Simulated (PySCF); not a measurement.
Level of theory: TPSSh-D3(BJ)/def2-TZVP (PySCF). Gas-phase values, no solvent. 

Reference species (SMILES): `[Br][Ga]([Br])[Br]` (neutral, multiplicity 1).

```
Quantity        Value
-------------  ------
dipole moment  0.00 D
```

Changed species: `[Br][GaH2]` (whole molecule; the reference has whole molecule).

What does the change do to the dipole moment?

the dipole moment goes up by 1.83 D, to 1.83 D.
